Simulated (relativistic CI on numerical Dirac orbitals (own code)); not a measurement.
# What each ingredient does to the levels of Tm XXV

Base calculation: Dirac-Coulomb-Breit CI, orbitals from a KLI potential per configuration, a model potential for QED, unscaled Slater integrals.

CI space (outside the closed core [Ar] 3d10): 4s2.4p6.4d9, 4s2.4p5.4d10, 4s2.4p6.4d8.4f, 4s.4p6.4d10, 4s2.4p5.4d9.4f, 4s2.4p6.4d8.5s, 4s.4p6.4d9.4f, 4s2.4p6.4d8.5p, 4s2.4p6.4d7.4f.5s, 4s2.4p6.4d8.5d, 4s2.4p5.4d9.5s, 4s2.4p6.4d7.5s.5p, 4s2.4p6.4d8.5f, 4s2.4p5.4d9.5p, 4s2.4p6.4d8.6s, 4s2.4p6.4d8.5g, 4s2.4p6.4d8.6p, 4s.4p6.4d8.4f.5s, 4s2.4p5.4d9.5d, 4s.4p6.4d9.5s, 4s2.4p6.4d8.6d, 4p6.4d10.4f, 4s2.4p6.4d7.5s2, 4s2.4p6.4d6.4f.5s2, 4s2.4p5.4d7.4f.5s2, 4s.4p6.4d7.4f.5s2, 4p6.4d9.4f2, 4p5.4d10.4f2, 4p6.4d8.4f3, 4p5.4d9.4f3, 4p6.4d8.4f2.5s. Double excitations out of closed p, d and f shells are left out; levels of such configurations are missing from the list, as are those of other unlisted configurations, and high levels can miss mixing partners. These lack a partner that the ground configuration has and come out too high: 4s2.4p6.4d8.5p, 4s2.4p6.4d8.5d, 4s2.4p5.4d9.5s, 4s2.4p6.4d8.5f, 4s2.4p5.4d9.5p.

The lowest level and the first level of each name with at least 55 % of one term (blank where a level has no safe partner in the second run):

```csv
Level,Base (cm⁻¹),Shift (cm⁻¹)
4s2.4p6.4d9 2D_5/2,0,0
4s2.4p6.4d9 2D_3/2,87918,-235
4s2.4p5.4d10 2P°_3/2,1240973,+588
4s2.4p6.4d8.4f 4F°_7/2,1343628,+66
4s2.4p6.4d8.4f 4F°_9/2,1359195,+23
4s2.4p6.4d8.4f 4I°_15/2,1375543,+17
4s2.4p6.4d8.4f 4H°_13/2,1388637,+18
4s2.4p6.4d8.4f 4F°_3/2,1417508,-118
4s2.4p6.4d8.4f 4G°_7/2,1431927,-57
4s2.4p6.4d8.4f 2K°_13/2,1474366,-152
4s2.4p6.4d8.4f 2K°_15/2,1487362,-207
4s2.4p6.4d8.4f 4D°_5/2,1519347,-164
4s2.4p6.4d8.4f 2I°_11/2,1531086,-143
```

At this charge energies of transitions that change n are usually good to better than 1 %, and those within a shell (Δn = 0) to a few per cent.

Task: One thing was changed in a second run, which moved the levels as shown. Which?
A. Breit term removed
B. configuration mixing switched off
C. P86 correlation estimate
D. QED terms removed

Result: D. QED terms removed. QED shifts follow the density of s (and p1/2) electrons at the nucleus, so configurations move by their count of such electrons; where none moves, the smaller shifts of p3/2 electrons and of j = l + 1/2 against j = l − 1/2 set the pattern.

LS names give the leading component of a level, which can be under half, so a name can repeat, a term be missing and a line seem to break the LS rules.
